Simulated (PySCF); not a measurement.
A series of related molecules.

All values: PBE0/pcSseg-1 (PySCF) at GFN2-xTB geometries, gas phase, one conformer each.

(1) Rank by HOMO energy, highest first.
A. `COC(=O)[C@@H](C)OC=O`
B. `CCCOC(=O)[C@@H](C)O[SiH3]`
C. `O(C)C([C@@H](C)OCC=C)=O`

(2) Rank by dipole moment, highest first.
A. `[CH2:1]=[CH:2][CH2:3][O:4][C@H:5]([CH3:6])[C:7](=[O:8])[O:9][CH3:10]` with C1–C2–C3–O4 -136°, C2–C3–O4–C5 66°, C3–O4–C5–C6 -170°, O4–C5–C7–O8 7°, C5–C7–O9–C10 -178°
B. `[CH2:1]=[CH:2][CH2:3][O:4][C:5](=[O:6])[C@@H:7]([CH3:8])[O:9][SiH3:10]` with C1–C2–C3–O4 -2°, C2–C3–O4–C5 -148°, C3–O4–C5–O6 0°, O4–C5–C7–C8 73°, C5–C7–O9–Si10 -24°
C. `[CH3:1][CH2:2][CH2:3][O:4][C:5](=[O:6])[C@@H:7]([CH3:8])[O:9][SiH3:10]` with C1–C2–C3–O4 -179°, C2–C3–O4–C5 -162°, C3–O4–C5–O6 0°, O4–C5–C7–C8 74°, C5–C7–O9–Si10 -22°
D. `[CH3:1][O:2][C:3](=[O:4])[C@H:5]([CH3:6])[OH:7]` with C1–O2–C3–O4 0°, O2–C3–C5–C6 -71°, C3–C5–O7–H 23° (methyl lactate)

Answers

(1) C (-7.46 eV), B (-7.85 eV), A (-8.13 eV).

(2) C (3.93 D), B (3.43 D), D (2.95 D), A (2.43 D).

All values together:

| SMILES | change | formula | μ (D) | HOMO (eV) | LUMO (eV) | lowest IAO charge (e) | highest IAO charge (e) | lowest Hirshfeld charge (e) | highest Hirshfeld charge (e) |
| --- | --- | --- | --- | --- | --- | --- | --- | --- | --- |
| COC(=O)[C@H](C)O[SiH3] | parent | C4H10O3Si | 3.51 | -7.90 | -0.09 | -0.632 (O) | +0.859 (Si) | -0.218 (O) | +0.337 (Si) |
| CCCOC(=O)[C@@H](C)O[SiH3] | CH3 replaced by nPr | C6H14O3Si | 3.93 | -7.85 | -0.03 | -0.632 (O) | +0.859 (Si) | -0.218 (O) | +0.335 (Si) |
| COC(=O)[C@H](C)O | SiH3 replaced by H | C4H8O3 | 2.95 | -7.88 | 0.08 | -0.550 (O) | +0.506 (C) | -0.248 (O) | +0.213 (C) |
| COC(=O)[C@@H](C)OC=O | SiH3 replaced by CHO | C5H8O4 | 2.40 | -8.13 | 0.00 | -0.462 (O) | +0.514 (C) | -0.259 (O) | +0.200 (C) |
| C=CCOC(=O)[C@@H](C)O[SiH3] | CH3 replaced by allyl | C6H12O3Si | 3.43 | -7.90 | -0.14 | -0.631 (O) | +0.859 (Si) | -0.217 (O) | +0.337 (Si) |
| CC(C)OC(=O)[C@@H](C)O[SiH3] | CH3 replaced by iPr | C6H14O3Si | 3.88 | -7.83 | -0.01 | -0.632 (O) | +0.859 (Si) | -0.218 (O) | +0.335 (Si) |
| C=CCO[C@H](C)C(=O)OC | SiH3 replaced by allyl | C7H12O3 | 2.43 | -7.46 | 0.05 | -0.455 (O) | +0.500 (C) | -0.247 (O) | +0.208 (C) |

Conformers: `[CH3:1][O:2][C:3](=[O:4])[C@H:5]([CH3:6])[O:7][SiH3:8]` with C1–O2–C3–O4 -1°, O2–C3–C5–C6 -74°, C3–C5–O7–Si8 24°; `[CH3:1][CH2:2][CH2:3][O:4][C:5](=[O:6])[C@@H:7]([CH3:8])[O:9][SiH3:10]` with C1–C2–C3–O4 -179°, C2–C3–O4–C5 -162°, C3–O4–C5–O6 0°, O4–C5–C7–C8 74°, C5–C7–O9–Si10 -22°; `[CH3:1][O:2][C:3](=[O:4])[C@H:5]([CH3:6])[OH:7]` with C1–O2–C3–O4 0°, O2–C3–C5–C6 -71°, C3–C5–O7–H 23°; `[CH3:1][O:2][C:3](=[O:4])[C@@H:5]([CH3:6])[O:7][CH:8]=[O:9]` with C1–O2–C3–O4 -3°, O2–C3–C5–C6 96°, C3–C5–O7–C8 54°, C5–O7–C8–O9 2°; `[CH2:1]=[CH:2][CH2:3][O:4][C:5](=[O:6])[C@@H:7]([CH3:8])[O:9][SiH3:10]` with C1–C2–C3–O4 -2°, C2–C3–O4–C5 -148°, C3–O4–C5–O6 0°, O4–C5–C7–C8 73°, C5–C7–O9–Si10 -24°; `[CH3:1][CH:2]([CH3:3])[O:4][C:5](=[O:6])[C@@H:7]([CH3:8])[O:9][SiH3:10]` with C1–C2–O4–C5 90°, C2–O4–C5–O6 1°, O4–C5–C7–C8 78°, C5–C7–O9–Si10 -24°; `[CH2:1]=[CH:2][CH2:3][O:4][C@H:5]([CH3:6])[C:7](=[O:8])[O:9][CH3:10]` with C1–C2–C3–O4 -136°, C2–C3–O4–C5 66°, C3–O4–C5–C6 -170°, O4–C5–C7–O8 7°, C5–C7–O9–C10 -178°.

Task: Give the shifts from the parent, `COC(=O)[C@H](C)O[SiH3]`.

Result: 
| SMILES | change in μ (D) | change in HOMO (eV) | change in LUMO (eV) |
| --- | --- | --- | --- |
| CCCOC(=O)[C@@H](C)O[SiH3] | +0.42 | +0.05 | +0.06 |
| COC(=O)[C@H](C)O | -0.56 | +0.02 | +0.17 |
| COC(=O)[C@@H](C)OC=O | -1.11 | -0.23 | +0.09 |
| C=CCOC(=O)[C@@H](C)O[SiH3] | -0.08 | 0.00 | -0.05 |
| CC(C)OC(=O)[C@@H](C)O[SiH3] | +0.37 | +0.07 | +0.08 |
| C=CCO[C@H](C)C(=O)OC | -1.08 | +0.44 | +0.14 |
